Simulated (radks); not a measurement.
Values are calculated unless marked as measured or tabulated.
Ionisation of the lanthanum ion La2+, [Xe] 5d1, to La3+, [Xe], under several functionals. Dirac Kohn-Sham, spin-unpolarised, spherical densities, point nucleus; open shells are shared between the two j in proportion to 2j + 1; a radial shooting solver on a logarithmic mesh with Libxc functionals.

functional         E(La2+) (hartree)  Exc (hartree)  IE (eV)  -e(HOMO) (eV)  <r> HOMO (bohr)  IE error (eV)
Wu-Cohen GGA              -8496.0367      -202.7348   18.894         14.542            2.591         -0.284
PBEsol                    -8493.6035      -200.2690   18.896         14.554            2.591         -0.281
HCTH/407                  -8502.0122      -208.9333   19.165         14.806            2.609         -0.013
PW91                      -8497.9853      -204.7043   19.007         14.641            2.611         -0.171
OLYP                      -8500.0605      -206.8940   18.936         14.517            2.622         -0.241
AM05                      -8490.7273      -197.3644   18.856         14.518            2.588         -0.321
exchange-only LDA         -8485.0281      -191.5948   17.846         13.572            2.654         -1.332

NIST Atomic Spectra Database: 19.177 eV (measured). Closest: HCTH/407. The Delta-SCF values span 1.32 eV, the total energies 16.98 hartree. The highest occupied level is 5d5/2. Spin polarisation and multiplet splitting are left out, so open shells lie too high by an amount that depends on their filling. Sharing an open shell by 2j + 1 raises it above the true ground level by a part of the spin-orbit splitting, which enters the differences from NIST.

Beside tabulated values, note that spin-unpolarised runs miss the spin-polarisation part of the exchange energy of open shells.
